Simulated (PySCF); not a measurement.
BFH₅Si₂, BFH₄Si₂, CH₅FSi₂ (calculated)

All values are calculated (PySCF 2.14.0). Calculation on a computer-drawn molecule: optimised geometry and harmonic frequencies of an isolated molecule of the commonest isotopes, restricted reference for singlets and unrestricted otherwise, frozen core in MP2.

Common to all runs: charge 0; method HF; basis cc-pV(D+d)Z.

```yaml
- entry: 1
  formula: BFH5Si2
  start_structure:
    atoms_angstrom:
      - [F, -2.1778, -0.7108, -0.0821]
      - [Si, -1.7538, 0.1278, -1.4122]
      - [B, 0.2112, 0.1933, -1.5981]
      - [Si, 1.3465, -0.7832, -0.4651]
      - [H, -2.4857, 1.4176, -1.0545]
      - [H, -2.5929, -0.448, -2.4326]
      - [H, 0.6471, 0.8095, -2.5415]
      - [H, 0.9627, -1.6049, 0.7244]
      - [H, 2.7847, -0.832, -0.4407]
  given:
    multiplicity: 2
    drawn_bonds_atom: [1, 2, 3, 2, 2, 3, 4, 4]
    drawn_bonds_other_atom: [2, 3, 4, 5, 6, 7, 8, 9]
    drawn_bonds_order: [1, 1, 1, 1, 1, 1, 1, 1]
  results:
    optimised_atom_element: [F, Si, B, Si, H, H, H, H, H]
    "optimised_atom_x [angstrom]": [-2.244, -1.842, 0.1611, 1.37, -2.391, -2.533, 0.6387, 0.9439, 2.838]
    "optimised_atom_y [angstrom]": [-0.776, 0.1351, 0.1628, -0.7861, 1.486, -0.4573, 0.7892, -1.597, -0.7865]
    "optimised_atom_z [angstrom]": [-0.05674, -1.345, -1.585, -0.4086, -1.093, -2.511, -2.491, 0.7454, -0.5568]
    "modes_frequency [cm^-1]": [88.57, 94.96, 264.4, 303.4, 344.2, 495.3, 521.4, 648.4, 726.0, 780.3, 802.5, 859.4, 975.9, 998.2, 1031, 1053, 2315, 2320, 2342, 2361, 2708]
    "modes_reduced_mass [dalton]": [2.047, 7.08, 1.127, 4.394, 1.172, 2.231, 1.183, 1.767, 1.408, 2.154, 1.09, 5.153, 1.278, 1.384, 1.061, 1.409, 1.052, 1.029, 1.036, 1.047, 1.091]
    "rotational_constants [GHz]": [8.821, 2.098, 1.729]
    "total_energy [hartree]": -704.9065
    spin_squared: 0.7607
    "convergence_status_largest_gradient_component [hartree/bohr]": 2.491e-05
- entry: 2
  formula: BFH4Si2
  start_structure:
    atoms_angstrom:
      - [F, -1.0005, 0.3385, 1.4258]
      - [Si, -2.6153, 0.3994, 1.8576]
      - [B, -3.5306, 1.019, 0.2488]
      - [Si, -2.4095, 1.3772, -1.2145]
      - [H, -2.8111, -1.0195, 2.3423]
      - [H, -2.6099, 1.1544, 3.0614]
      - [H, -4.6681, 1.1793, 0.1771]
      - [H, -1.5382, 1.787, -2.2531]
  given:
    multiplicity: 1
    drawn_bonds_atom: [1, 2, 3, 2, 2, 3, 4]
    drawn_bonds_other_atom: [2, 3, 4, 5, 6, 7, 8]
    drawn_bonds_order: [1, 1, 1, 1, 1, 1, 1]
  results:
    optimised_atom_element: [F, Si, B, Si, H, H, H, H]
    "optimised_atom_x [angstrom]": [-0.8972, -2.482, -3.363, -2.337, -3.047, -2.564, -4.534, -1.96]
    "optimised_atom_y [angstrom]": [0.1177, 0.4117, 0.8339, 0.7768, -0.802, 1.548, 1.112, 2.237]
    "optimised_atom_z [angstrom]": [1.588, 1.83, 0.05429, -1.661, 2.457, 2.771, 0.07018, -1.463]
    "modes_frequency [cm^-1]": [63.1, 94.42, 279.8, 321.4, 384.7, 517.3, 549.9, 686.1, 800.1, 824.2, 855.7, 884.5, 979.9, 1020, 2122, 2324, 2327, 2682]
    "modes_reduced_mass [dalton]": [11.6, 2.187, 4.112, 1.264, 1.086, 2.386, 1.723, 1.555, 1.166, 1.456, 4.194, 2.812, 1.24, 1.092, 1.04, 1.044, 1.037, 1.091]
    "rotational_constants [GHz]": [8.702, 2.166, 1.798]
    "total_energy [hartree]": -704.2951
    "convergence_status_largest_gradient_component [hartree/bohr]": 2.728e-05
- entry: 3
  formula: CH5FSi2
  start_structure:
    atoms_angstrom:
      - [F, -1.2045, 1.3618, -2.8632]
      - [Si, -0.0284, 1.2395, -1.8159]
      - [C, 1.2718, 2.6132, -2.0842]
      - [Si, 1.7274, 3.4882, -0.4748]
      - [H, -0.7529, 1.3668, -0.5791]
      - [H, 0.4961, -0.1009, -2.047]
      - [H, 2.1794, 2.2058, -2.6241]
      - [H, 0.8092, 3.2861, -2.7961]
      - [H, 0.5917, 4.4413, -0.3922]
  given:
    multiplicity: 1
    drawn_bonds_atom: [1, 2, 3, 2, 2, 3, 3, 4]
    drawn_bonds_other_atom: [2, 3, 4, 5, 6, 7, 8, 9]
    drawn_bonds_order: [1, 1, 1, 1, 1, 1, 1, 1]
  results:
    "rotational_constants [GHz]": null
    "total_energy [hartree]": null
```

To be estimated
1. Give the missing rotational constants for CH₅FSi₂ (entry 3).
2. CH₅FSi₂ (entry 3): total energy?

## Answers
1. 17.32, 1.772, 1.671 GHz
2. -718.1030 hartree

Further results for CH₅FSi₂ (entry 3):

```
convergence status largest gradient component : 3.051e-05 hartree/bohr
```

Optimised structure:
```xyz
9
CH5FSi2
F     -0.5977     0.6845    -3.2302
Si    -0.0865     1.3443    -1.8431
C      1.1306     2.7079    -2.2098
Si     2.1287     3.4254    -0.7478
H     -1.2716     1.8666    -1.1422
H      0.5286     0.2513    -1.0639
H      1.8004     2.4068    -3.0207
H      0.5260     3.5529    -2.5798
H      0.9314     3.6623     0.1608
```

Modes:
```
frequency (cm⁻¹)  reduced mass (dalton)
           53.26                  3.582
             137                  2.868
           182.9                   1.54
           262.6                  7.655
           520.8                  1.096
           631.3                  3.309
           671.2                  1.334
           778.6                  2.583
           808.3                  1.155
           878.4                  7.152
           917.7                  1.246
           978.9                  1.276
            1028                  1.226
            1042                  1.071
            1171                  1.273
            1489                  1.092
            2110                  1.042
            2330                  1.043
            2355                  1.038
            3118                  1.067
            3222                  1.093
```
